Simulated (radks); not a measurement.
Problem. Cu17+, 12 electrons, occupied as [Ne] 3s2 (the NIST ground configuration). Method: Dirac Kohn-Sham, relativistic LDA (MacDonald-Vosko exchange, VWN5 correlation), spin-unpolarised, spherical densities, finite nucleus; Fermi nuclear charge, rms radius 3.8823 fm; computed with a radial shooting solver on a logarithmic mesh with Libxc functionals. Some entries of the table are withheld. Estimate them.

| orbital | occ. | eigenvalue (hartree) | r(max) (bohr) | <r^2> (bohr^2) |
|---|---|---|---|---|
| 1s1/2 | 2 | (1) | 0.03423 | 0.003676 |
| 2s1/2 | 2 | -61.47421 | 0.1961 | (2) |
| 2p1/2 | 2 | (3) | 0.1552 | (4) |
| 2p3/2 | 4 | (5) | 0.1579 | (6) |
| 3s1/2 | 2 | -22.58894 | (7) | 0.3943 |

Solution. 
(1) 1s1/2 eigenvalue (hartree): -347.2417
(2) 2s1/2 <r^2> (bohr^2): 0.06363
(3) 2p1/2 eigenvalue (hartree): -56.95064
(4) 2p1/2 <r^2> (bohr^2): 0.04948
(5) 2p3/2 eigenvalue (hartree): -56.17964
(6) 2p3/2 <r^2> (bohr^2): 0.05091
(7) 3s1/2 r(max) (bohr): 0.5523
